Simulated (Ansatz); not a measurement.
Basis-set extrapolation for `O=C=C[SiH3]` (PBE0-D4/def2-TZVP geometry, frozen core, Ansatz 0.2.0). Multiplicity 1, RHF reference.

|  | def2-TZVPP | def2-QZVPP |
| --- | --- | --- |
| HF | -441.912619 | -441.928327 |
| MP2 correlation | -0.659021 | -0.705892 |
| CCSD(T) correlation | -0.716080 | not run |

Energies in hartree. Use E(X) = E(∞) + A·exp(−7.88·√X) for Hartree–Fock and E(X) = E(∞) + B·X^(−2.97) for correlation, with X = 3 and 4, and add CCSD(T) minus MP2 of the smaller set to the MP2 limit.

What is the CCSD(T) energy at the basis-set limit?

HF limit: -441.928327 + (-0.015708) × 0.13774 = -441.93049. MP2 limit: -0.705892 + (-0.046871) × 0.74074 = -0.74061. Higher-order term: -0.716080 − (-0.659021) = -0.05706. Total: -442.72816 hartree, 62.4 kcal/mol below CCSD(T)/def2-TZVPP.
